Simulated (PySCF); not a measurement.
**N⁺ (nitrogen, charge +1) across methods**

[He] 2s2 2p2, high-spin 3P determinant. Computed with PySCF 2.14 in aug-cc-pVTZ-DK (5s4p3d2f, 46 functions), with scalar relativity by spin-free X2C-1e.

```
method  E (hartree)  mean ε 2s α (eV)  mean ε 2s β (eV)  mean ε 2p α (eV)  Σ⟨r²⟩ (bohr²)   ⟨S²⟩
r2SCAN     -54.0654           -34.700           -30.265           -22.786          7.802  2.004
  PBE0     -54.0322           -36.411           -31.862           -24.232          7.825  2.003
M06-2X     -54.0828           -38.517           -33.795           -25.985          7.819  2.002
   PBE     -54.0200           -33.588           -30.108           -22.014          7.874  2.002
   UHF    -53.91991           -44.204           -35.581           -30.358          7.775  2.007
   M06     -54.0619           -35.796           -32.024           -23.785          7.790  2.002
PBEsol     -53.8106           -33.452           -29.932           -21.896          7.893  2.002
 wB97X     -54.0852           -38.951           -34.567           -26.726          7.804  2.003
   LDA     -53.6101           -33.413           -30.010           -21.993          7.921  2.002
```
